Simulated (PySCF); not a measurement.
# Correlation energy of Al⁺ (aluminium, charge +1)

[Ne] 3s2, closed-shell 1S. Computed with PySCF 2.14 in 6-31G* (4s3p1d, 18 functions), with no relativity, point nucleus. Frozen: [Ne]; 2 electrons correlated.

Total MP2 correlation energy: -25.75 mhartree.

Same-spin part 0.00 and opposite-spin part -25.75 mhartree; SCS-MP2 scales them by 1/3 and 6/5 to -30.91 mhartree.

With two correlated electrons CCSD is exact within the correlated space (frozen core and kept virtual orbitals).

```json
{"level": "CCSD", "correlation energy (mhartree)": "-38.93"}
```

Diagnostics: T1 = 0.0085, D1 = 0.0121, largest double amplitude 0.115.

Problem. Is a single reference adequate?

Solution. Mostly. T1 lies below 0.03, but a double amplitude of this size points to a near-degeneracy that CCSD handles and MP2 describes poorly.
